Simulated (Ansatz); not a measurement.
System: H2BO3, charge 0, doublet. H2BO3 (SMILES [O]B(O)O, doublet).
B3LYP-D3(BJ)/def2-TZVP minimum from Ansatz (a first-principles code):
```
B
O 1 1.3667
H 2 0.9606 1 116.04
O 1 1.3667 2 128.26 3 -8.79
H 4 0.9606 1 116.04 2 -8.79
O 1 1.3782 2 115.87 3 171.21
```
Charge 0, spin multiplicity 2.

Total energies in hartree (Ansatz). Radicals and triplets start from unrestricted determinants; spin-orbit coupling is neglected. Cores are frozen in correlated methods. No relativity. For partners of very few electrons the exact lower level stands in for a higher one.

```tsv
species	HF/cc-pVTZ	CCSD(T)/cc-pVTZ	HF/cc-pVQZ	CCSD(T)/cc-pVQZ	CCSD(T)/cc-pVDZ	CCSDT(Q)/cc-pVDZ
1: H2BO3 (SMILES B(O)(O)[O], doublet)	-250.65307	-251.45287	-250.67275	-251.53133	-251.19231	-251.19450
2: O (triplet)	-74.81176	-74.97396	-74.81729	-74.99357	-74.90995	-74.91013
3: B (doublet)	-24.53207	-24.59810	-24.53297	-24.60084	-24.58941	-24.58977
4: H (doublet)	-0.49981	-0.49981	-0.49995	-0.49995	-0.49928	-0.49928
```

Task: Work out the atomisation energy (electronic, to ground-state atoms) in kcal/mol: take Hartree-Fock from cc-pVQZ, extrapolate the CCSD(T) correlation energy as X^-3 (X = 3, 4), and add CCSDT(Q) - CCSD(T) in cc-pVDZ. 1 hartree = 627.51 kcal/mol.

Result: 
Species 1: correlation (64·(-0.85858) - 27·(-0.79980))/37 = -0.90147; step -0.00219; E1 = -250.67275 + (-0.90147) + (-0.00219) = -251.57641
Species 2: correlation (64·(-0.17628) - 27·(-0.16220))/37 = -0.18655; step -0.00018; E2 = -74.81729 + (-0.18655) + (-0.00018) = -75.00402
Species 3: correlation (64·(-0.06787) - 27·(-0.06603))/37 = -0.06921; step -0.00036; E3 = -24.53297 + (-0.06921) + (-0.00036) = -24.60254
Species 4: correlation (64·(0.00000) - 27·(0.00000))/37 = 0.00000; step +0.00000; E4 = -0.49995 + (0.00000) + (+0.00000) = -0.49995
-1·E1 +3·E2 +1·E3 +2·E4 = 0.96191 hartree = 603.6 kcal/mol.
